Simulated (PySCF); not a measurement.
**Gas-phase thermal properties of MgH2**

Method: PySCF energies (xtb for GFN2) plus ideal-gas RRHO corrections (1 bar). 6-31G* has spherical d functions here. All species are closed-shell singlets. B3LYP is the form with VWN-RPA correlation. MgH2: computed as isolated molecules; such fragments, hydroxides, amides, oligomers or adducts are transient or little studied in the gas. The harmonic model lacks anharmonicity and excited electronic states, which grow with temperature; levels with a mode under 35 cm⁻¹ are left out.

```
level           point group  σ  ZPE (kJ/mol)  S°298 (J/mol/K)  Cp298 (J/mol/K)  S°1000 (J/mol/K)  H1000 − H298 (kJ/mol)
--------------  -----------  -  ------------  ---------------  ---------------  ----------------  ---------------------
B3LYP/6-31G*            D∞h  2          24.7            194.4             40.8             253.0                   35.0
GFN2-xTB                D∞h  2          19.2            199.6             44.4             261.8                   37.1
HF/6-31G*               D∞h  2          25.5            194.0             40.4             252.0                   34.8
PBE/def2-SVP            D∞h  2          24.6            193.7             40.3             252.2                   35.0
PBE0/def2-TZVP          D∞h  2          24.8            194.4             40.9             252.9                   35.0
```
σ: rotational symmetry number. Electronic degeneracy used: 1. Frequencies are unscaled.
